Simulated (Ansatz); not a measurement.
Consider the formal hydrolysis of a B–B bond: `BBC[SiH3]` + H₂O → `OBC[SiH3]` + BH₃.

Calculated with Ansatz (gas phase, PBE0-D4/def2-TZVP geometries, no zero-point term in ΔE). CCSD(T)/CBS adds triple-zeta CCSD(T) − MP2 to the extrapolated MP2 energy (def2 sets, frozen cores). This one scheme is used for every species. DFT in def2-TZVPP. HSE06 is defined as in plane-wave codes. One conformer a species, not always the lowest.

`BBC[SiH3]`:

```xyz
12

B    -1.987   -0.913    0.143
B    -0.376   -0.930    0.460
C     0.786   -0.475   -0.451
Si    1.079    1.358   -0.086
H    -2.678    0.047    0.349
H    -2.561   -1.890   -0.255
H    -0.086   -1.284    1.580
H     0.587   -0.520   -1.526
H     1.741   -0.962   -0.230
H     1.321    1.582    1.363
H     2.271    1.822   -0.844
H    -0.097    2.165   -0.503
```

H₂O:

Z-matrix (Å, degrees):
```
O
H 1 0.960
H 1 0.960 2 105.1
```

`OBC[SiH3]`:

```xyz
11

O     1.336   -1.720   -0.353
B     0.103   -1.175   -0.521
C    -0.018    0.356   -0.745
Si   -0.400    1.242    0.869
H     1.311   -2.665   -0.188
H    -0.868   -1.887   -0.456
H    -0.846    0.595   -1.420
H     0.906    0.788   -1.140
H    -0.576    2.700    0.633
H    -1.653    0.714    1.473
H     0.705    1.052    1.846
```

BH₃:

Z-matrix (Å, degrees):
```
B
H 1 1.193
H 1 1.193 2 120.0
H 1 1.193 2 120.0 3 180.0
```

CCSD(T)/CBS gives -1.47 eV.

Problem. Another level gave -1.41 eV. Which?
A. ωB97X-V/def2-TZVPP
B. HSE06/def2-TZVPP
C. BLYP-D4/def2-TZVPP
D. PBE-D4/def2-TZVPP

Solution. B. HSE06 -1.41, BLYP-D4 -1.46, PBE-D4 -1.34, ωB97X-V -1.50 eV.

Largest T1 diagnostic among the species: 0.012.

Leaving LDA and LC-ωPBE aside and taking each functional with its dispersion term where it has one, the values, not all of them listed here, spread over 0.24 eV, from BHLYP-D4 to revPBE-D4. From BLYP to BHLYP (50 % exact exchange), in def2-TZVPP and without D4, ΔE moves by −0.10 eV. At CCSD(T), def2-SVP lies −0.34 eV from the extrapolated value and def2-TZVPP −0.06 eV.
